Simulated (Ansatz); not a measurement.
OZn, SMILES [Zn]=[O].

The structure is a stationary point at PBE0-D3(BJ)/def2-TZVPD.

Two levels are set side by side: PBE/def2-TZVPD (Ansatz, a quantum-chemistry and plane-wave program) and PBE0/def2-TZVPD (Ansatz). Energy differences of separate SCF runs at the same geometry; the states with an electron removed or added have multiplicity 2 and 2. Differences are taken from unrounded values.

```json
[
 {"quantity": "vertical ionisation energy (eV)", "PBE0": "8.84"},
 {"quantity": "vertical electron affinity (eV)", "PBE0": "2.19"},
 {"quantity": "vertical singlet–triplet gap (eV)", "PBE0": "0.01"}
]
```

Problem. What does PBE give, and how far is it from PBE0? (Estimate from the structure and the level; the computed values follow.)

Solution. 
```
quantity                            PBE  PBE minus PBE0
---------------------------------  ----  --------------
vertical ionisation energy (eV)    9.43            0.59
vertical electron affinity (eV)    2.13           -0.06
vertical singlet–triplet gap (eV)  0.56            0.55
```
